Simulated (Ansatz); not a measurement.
```yaml
crystal:
  periodic: [false, false, false]
  atoms:
    - {symbol: Cl, position_ang: [-0.671264, -2.250651, 1.384780]}
    - {symbol: Si, position_ang: [0.529739, -1.077475, 0.215320]}
    - {symbol: Cl, position_ang: [2.313611, -0.840287, 1.189164]}
    - {symbol: Cl, position_ang: [0.895280, -2.092320, -1.523401]}
    - {symbol: Sn, position_ang: [-0.568367, 1.188026, -0.255018]}
    - {symbol: H, position_ang: [-0.840681, 1.981900, 1.226221]}
    - {symbol: H, position_ang: [0.478585, 2.109107, -1.231788]}
    - {symbol: H, position_ang: [-2.044603, 0.924600, -1.061077]}
basis:
  gaussian: {orbitals: def2-SVPD}
magnetization: {spin_polarized: true, initial_magnetization: 0}
hamiltonian: {xc: {name: HF}}
correlation: {method: ccsd_t, diis_vectors: 4}
```

```sh
$ ansatz run in.yaml --threads 4 --pin off --events-out ev --progress --plain --max-ram 10444MiB
```

Shortened log:

```
Functional definition: HF
1628 factors; integrals over basis functions are off by at most 4.4e-4 eV
mean field evaluation 1: about -51214.1692 eV, gradient 1.6e1 eV
mean field evaluation 2: about -51214.1899 eV, gradient 1.6e1 eV
mean field evaluation 4: about -51216.0824 eV, gradient 1.6e0 eV
mean field evaluation 8: about -51216.1145 eV, gradient 1.0e-1 eV
mean field evaluation 16: about -51216.0837 eV, gradient 3.0e-1 eV
mean field -51216.11461839 eV, -1882.1574966967 hartree, gradient 8.3e-6 eV, S^2 0.000000; 0 other end points of the search recorded, 0 dependent functions left out
24 core orbitals not correlated: weight in the atoms' cores, before any rotation towards them, 1.000 or more for the frozen orbitals, at most 0.000 for the correlated occupied ones
reference -51216.11461839 eV, -1882.1574966967 hartree; 21, 21 occupied and 116, 116 virtual orbitals, 1628 factors
second order -17.82521498 eV of doubles, -0.00000000 eV of singles
cycle   1  -18.93162145 eV  change    -1.1e0 eV  update   9.9e-2
cycle   2  -19.39020255 eV  change   -4.6e-1 eV  update   2.9e-2
cycle   3  -19.47323313 eV  change   -8.3e-2 eV  update   1.3e-2
cycle   4  -19.47010984 eV  change    3.1e-3 eV  update   3.1e-3
cycle   5  -19.46839120 eV  change    1.7e-3 eV  update   1.1e-3
cycle   6  -19.46788318 eV  change    5.1e-4 eV  update   3.1e-4
cycle   7  -19.46796991 eV  change   -8.7e-5 eV  update   1.1e-4
cycle   8  -19.46806382 eV  change   -9.4e-5 eV  update   3.5e-5
cycle   9  -19.46811316 eV  change   -4.9e-5 eV  update   1.2e-5
cycle  10  -19.46813164 eV  change   -1.8e-5 eV  update   4.8e-6
perturbative correction -0.60093452 eV, -0.0220839362 hartree
Total energy: -51236.18368455 eV, -1882.8950212747 hartree
```

Run time 3.5 min (4 threads of an Intel Xeon on a shared host); peak host memory 3.2 GiB.
